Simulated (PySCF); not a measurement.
# Spin states and ions at one geometry of TaF4

PySCF 2.14.0, UKS r2SCAN, Ta def2-SVP with ECP60, F def2-SVP; non-relativistic Hamiltonian with scalar-relativistic core potentials where named; density fitting; no spin-orbit coupling; singlets restricted, open shells unrestricted. The geometry is relaxed for charge 0, doublet, vacuum:

```xyz
5

Ta    0.0000    0.0000    0.0000
F     1.7686    0.0000   -0.6226
F     0.0000    1.7686    0.6226
F    -1.7686    0.0000   -0.6226
F     0.0000   -1.7686    0.6226
```

Energies count from the relaxed state; an electron taken off or put on is at rest in vacuum. Charges and spins are Mulliken's.

Problem. Order these states by energy, lowest first.
A. charge +1, triplet, vacuum
B. charge 0, doublet, vacuum
C. charge -1, triplet, vacuum
D. charge -1, singlet, vacuum
E. charge 0, quartet, vacuum
F. charge +1, singlet, vacuum

Solution. D (-0.76 eV), B (0.00 eV), C (0.51 eV), E (7.73 eV), F (9.14 eV), A (13.99 eV).

Problem. How do charge and spin on the first atom follow?

Solution. 
```json
{"state": "charge 0, doublet, vacuum", "spin squared": "0.75", "charge on Ta1 (e)": "1.27", "spin on Ta1 (e)": "1.00", "dipole about the centre of mass (D)": "0.00"}
{"state": "charge 0, quartet, vacuum", "spin squared": "3.76", "charge on Ta1 (e)": "0.92", "spin on Ta1 (e)": "1.85", "dipole about the centre of mass (D)": "0.00"}
{"state": "charge +1, singlet, vacuum", "spin squared": "0.00", "charge on Ta1 (e)": "1.81", "spin on Ta1 (e)": "0.00", "dipole about the centre of mass (D)": "0.00"}
{"state": "charge +1, triplet, vacuum", "spin squared": "2.01", "charge on Ta1 (e)": "1.53", "spin on Ta1 (e)": "0.89", "dipole about the centre of mass (D)": "0.00"}
{"state": "charge -1, singlet, vacuum", "spin squared": "0.00", "charge on Ta1 (e)": "0.47", "spin on Ta1 (e)": "0.00", "dipole about the centre of mass (D)": "0.00"}
{"state": "charge -1, triplet, vacuum", "spin squared": "2.00", "charge on Ta1 (e)": "0.60", "spin on Ta1 (e)": "1.92", "dipole about the centre of mass (D)": "0.64"}
```

With an electron taken off (singlet, the lower of the two states computed) the charges change, summed by element, by Ta +0.54 e, F +0.46 e. The vertical ionisation energy is 9.14 eV, against −ε(HOMO) = 5.82 eV over both spins of the relaxed state. The level lies 3.3 eV too high, as is usual for semilocal functionals and global hybrids, which keep a self-interaction error.

With an electron put on (singlet, the lower of the two states computed) the charges change, summed by element, by Ta -0.81 e, F -0.19 e. The vertical electron affinity is 0.76 eV, against −ε(LUMO) = 3.26 eV over both spins of the relaxed state. The basis has no diffuse functions, which an added electron needs. The added electron's level lies above zero.

Open shells may have lower solutions than those found.

No frequency check is given that shows the relaxed geometry to be a minimum.
